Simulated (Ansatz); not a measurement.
Consider the ligand exchange at the Si–C bond: `C[SiH2]O[SiH2]Cl` + HCl → `Cl[SiH2]O[SiH2]Cl` + CH₄.

Program: Ansatz. Geometries: PBE0-D4/def2-TZVP. ΔE: electronic, gas phase. CBS: MP2 limit from def2 TZ/QZ plus the TZ coupled-cluster correction, frozen cores. This one scheme is used for every species. Functionals use def2-TZVPP. HSE06 is defined as in plane-wave codes. Each species was taken in one conformer, which may not be the lowest.

CCSD(T)/CBS gives -106.3 kJ/mol.

Problem. Another level gave -110.8 kJ/mol. Which?
A. BHLYP/def2-TZVPP
B. RPA@PBE/def2-TZVPP
C. HSE06-D4/def2-TZVPP
D. HF/def2-TZVPP

Solution. A. BHLYP -110.8, HSE06-D4 -105.1, RPA@PBE/def2-TZVPP -99.8, HF/def2-TZVPP -115.2 kJ/mol.

Largest T1 diagnostic among the species: 0.010.

Leaving LDA and LC-ωPBE aside and taking each functional with its dispersion term where it has one, the values, not all of them listed here, spread over 7.9 kJ/mol, from BHLYP-D4 to revPBE-D4. LDA lies +5.8 kJ/mol from PBE without D4. In def2-TZVPP, CCSD(T) changes the Hartree–Fock value by +12.0 kJ/mol (the triples alone add +0.3 kJ/mol) and MP2 by +6.9 kJ/mol. At CCSD(T), def2-SVP lies +3.9 kJ/mol from the extrapolated value and def2-TZVPP +3.1 kJ/mol.
